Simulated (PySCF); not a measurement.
C₄H₈Cl, SMILES [CH2]C(C)(C)Cl, multiplicity 2. Coordinates come from a B3LYP-D3(BJ)/def2-SVP optimisation. The isomer is the one that the SMILES or the coordinates give; other isomers of the formula were not compared.

The numbers are results of PySCF with B3LYP-D3(BJ)/def2-SVP, not measurements.

Harmonic wavenumbers (cm⁻¹): 248, 271, 274, 286, 302, 343, 402, 413, 457, 647, 807, 923, 959, 1011, 1029, 1101, 1265, 1299, 1388, 1400, 1442, 1448, 1456, 1469, 1479, 3032, 3037, 3118, 3122, 3141, 3143, 3145, 3260. Rotational constants (GHz): 4.622, 3.029, 2.955; symmetry number 1.

Task: Work out the zero-point energy and the ideal-gas rigid-rotor harmonic-oscillator thermochemistry at 298.15 K and 1 atm.

Result: ZPE = ½ Σ hcν = ½ × 47114 cm⁻¹ = 67.35 kcal/mol. H − E(el) = 72.21 kcal/mol. Entropy in cal/(mol K): translation 39.46, rotation 26.45, vibration 12.88, spin 1.38, total 80.16. G − E(el) = 48.30 kcal/mol. Cp = 26.80 cal/(mol K).
